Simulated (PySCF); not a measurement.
Level of theory: PBE-D3(BJ)/def2-TZVP // r2SCAN-D4/def2-TZVP (PySCF 2.14.0). Gas-phase values, no solvent. One relaxed conformer stands for a flexible species; it need not be the lowest. Delta-SCF ions had no search for a lower state. Excitations are Tamm–Dancoff values on a coarser integration grid. The basis has no diffuse functions, so Rydberg states are missing or too high.

Reference species (SMILES): `NC=[SiH2]` (neutral, multiplicity 1).

- vertical ionisation energy (Delta-SCF) = 7.35 eV
- S1–T1 gap (TDA) = 2.38 eV
- T1 excitation (TDA) = 1.79 eV

Changed species: `C=[SiH]N`.

Problem. What does the change do to the vertical ionisation energy (Delta-SCF), S1–T1 gap (TDA) and T1 excitation (TDA)?

Solution. the vertical ionisation energy (Delta-SCF) increases by 0.44 eV, to 7.79 eV; the S1–T1 gap (TDA) drops by 1.14 eV, to 1.24 eV; the T1 excitation (TDA) rises by 1.38 eV, to 3.17 eV.
